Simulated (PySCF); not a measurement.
A run for PySCF: R-BP86/6-31G* on HBr (SMILES Br).

```python
from pyscf import gto, scf, dft, mp
from pyscf.data.elements import chemcore

mol = gto.M(
    atom='''
    Br   -0.60941552   -1.15564798   -0.02079492
    H    -0.15485613   -0.42266917    1.13543890
    ''',
    basis='6-31g*',
    cart=True,
    charge=0, spin=0, verbose=3, max_memory=1800)
mf = dft.RKS(mol, xc='b88,p86')
mf.conv_tol = 1e-8
mf.max_cycle = 100
mf.kernel()
if not mf.converged:
    mf = mf.newton().run(mf.mo_coeff, mf.mo_occ)
```

Q: Predict the final total energy.

A: -2574.7298 hartree.
